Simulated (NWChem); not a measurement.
All runs are NWChem calculations. System: pyrazole (C$_{3}$H$_{4}$N$_{2}$), charge 0, spin multiplicity 1, at a geometry optimised with PBE0/def2-SVP. Level: RHF/def2-TZVP.

The NWChem input:

```
start mol
memory heap 200 mb stack 900 mb global 1100 mb
geometry units angstroms nocenter noautoz
  C     -0.063330    -1.197723     0.000000
  C     -1.126476    -0.267174     0.000000
  N     -0.684480     0.982497     0.000000
  N      0.638753     0.869505     0.000000
  C      1.072494    -0.411993     0.000000
  H     -0.115366    -2.283609     0.000000
  H     -2.198428    -0.463005     0.000000
  H      1.206589     1.706892     0.000000
  H      2.131171    -0.662949     0.000000
  symmetry group Cs
end
basis spherical
  * library def2-tzvp
end
scf
  rhf
  nopen 0
  maxiter 100
  thresh 1e-7
  semidirect memsize 60000000 filesize 0
end
task scf energy
```

Output (cleaned and shortened):

```
             Northwest Computational Chemistry Package (NWChem) 7.3.0
             --------------------------------------------------------

                                NWChem Input Module
                                -------------------

 Scaling coordinates for geometry "geometry" by  1.889725989
 (inverse scale =  0.529177249)

 Turning off AUTOSYM since
 SYMMETRY directive was detected!

                             Geometry "geometry" -> ""
                             -------------------------

 Output coordinates in angstroms (scale by  1.889725989 to convert to a.u.)

  No.       Tag          Charge          X              Y              Z
 ---- ---------------- ---------- -------------- -------------- --------------
    1 C                    6.0000    -0.06333000    -1.19772300     0.00000000
    2 C                    6.0000    -1.12647600    -0.26717400     0.00000000
    3 N                    7.0000    -0.68448000     0.98249700     0.00000000
    4 N                    7.0000     0.63875300     0.86950500     0.00000000
    5 C                    6.0000     1.07249400    -0.41199300     0.00000000
    6 H                    1.0000    -0.11536600    -2.28360900     0.00000000
    7 H                    1.0000    -2.19842800    -0.46300500     0.00000000
    8 H                    1.0000     1.20658900     1.70689200     0.00000000
    9 H                    1.0000     2.13117100    -0.66294900     0.00000000

 Effective nuclear repulsion energy (a.u.)     163.5365197901

            Nuclear Dipole moment (a.u.)
            ----------------------------
        X                 Y               Z
 ---------------- ---------------- ----------------
     0.0000094486     0.0000056692     0.0000000000

      Symmetry information
      --------------------

 Group name             Cs
 Group number              2
 Group order               2
 No. of unique centers     9

      Symmetry unique atoms

     1    2    3    4    5    6    7    8    9


 Summary of "ao basis" -> "" (spherical)
 ------------------------------------------------------------------------------
[...]
              MO Center=  1.8D+00,  1.7D+00,  2.6D-16, r^2= 4.5D+00
   Bfn.  Coefficient  Atom+Function         Bfn.  Coefficient  Atom+Function
  ----- ------------  ---------------      ----- ------------  ---------------
   170      2.167085  8 H  s                 98     -1.727603  4 N  s
   176      1.468953  9 H  s                136     -0.905173  5 C  px
     5     -0.900378  1 C  s                 13     -0.782013  1 C  py
   106     -0.743240  4 N  py                36      0.703190  2 C  s
    67     -0.662573  3 N  s                105     -0.637622  4 N  px

 Vector   20  Occ=0.000000D+00  E= 1.551033D-01  Symmetry=a"
              MO Center=  3.0D-01, -6.1D-02,  2.3D-14, r^2= 3.6D+00
   Bfn.  Coefficient  Atom+Function         Bfn.  Coefficient  Atom+Function
  ----- ------------  ---------------      ----- ------------  ---------------
   138      0.855993  5 C  pz               107     -0.610178  4 N  pz
    76      0.514705  3 N  pz                14     -0.418097  1 C  pz
    45     -0.295526  2 C  pz               101     -0.225133  4 N  pz
   132      0.224029  5 C  pz                70      0.219485  3 N  pz
   135      0.199118  5 C  pz               104     -0.195054  4 N  pz

 Vector   21  Occ=0.000000D+00  E= 1.787800D-01  Symmetry=a'
              MO Center=  1.8D+00, -1.2D+00, -3.6D-14, r^2= 7.2D+00
   Bfn.  Coefficient  Atom+Function         Bfn.  Coefficient  Atom+Function
  ----- ------------  ---------------      ----- ------------  ---------------
   176      3.554939  9 H  s                  5     -2.519854  1 C  s
   136     -2.441466  5 C  px               158      2.176543  6 H  s
   129     -1.213228  5 C  s                170     -1.111857  8 H  s
    67      0.935653  3 N  s                105      0.911264  4 N  px
    13      0.784957  1 C  py               106      0.662283  4 N  py

 center of mass
 --------------
 x =  -0.02822152 y =   0.04707937 z =   0.00000000

 moments of inertia (a.u.)
 ------------------
         189.340253428107           1.613734168973           0.000000000000
           1.613734168973         186.645948869058           0.000000000000
           0.000000000000           0.000000000000         375.986202297165

  Mulliken analysis of the total density
  --------------------------------------

    Atom       Charge   Shell Charges
 -----------   ------   -------------------------------------------------------
    1 C    6     6.17   0.85  1.12  0.48  0.58  0.04  1.26  1.38  0.35  0.02  0.07  0.01
    2 C    6     6.03   0.85  1.12  0.50  0.53  0.16  1.23  1.21  0.31  0.03  0.08  0.01
    3 N    7     7.30   0.82  1.16  0.55  0.88  0.25  1.41  1.61  0.53  0.01  0.08  0.01
    4 N    7     7.12   0.82  1.16  0.51  0.80  0.08  1.51  1.72  0.42  0.01  0.09  0.01
    5 C    6     6.06   0.85  1.12  0.50  0.55  0.13  1.22  1.20  0.35  0.03  0.08  0.01
    6 H    1     0.86   0.26  0.49  0.08  0.02
    7 H    1     0.87   0.26  0.49  0.09  0.02
    8 H    1     0.74   0.26  0.40  0.04  0.04
    9 H    1     0.84   0.26  0.48  0.08  0.02

       Multipole analysis of the density wrt the origin
       ------------------------------------------------

     L   x y z        total         open         nuclear
     -   - - -        -----         ----         -------
     0   0 0 0     -0.000000      0.000000     36.000000

     1   1 0 0      0.912841      0.000000      0.000009
     1   0 1 0     -0.271377      0.000000      0.000006
     1   0 0 1      0.000000      0.000000      0.000000

     2   2 0 0    -18.086209      0.000000    112.556316
     2   1 1 0      3.373101      0.000000      2.564133
     2   1 0 1     -0.000000      0.000000      0.000000
     2   0 2 0    -20.475982      0.000000    110.294335
     2   0 1 1      0.000000      0.000000      0.000000
     2   0 0 2    -24.293490      0.000000      0.000000

 Task  times  cpu:       79.3s     wall:       79.3s

 Total times  cpu:       79.3s     wall:       79.3s
```
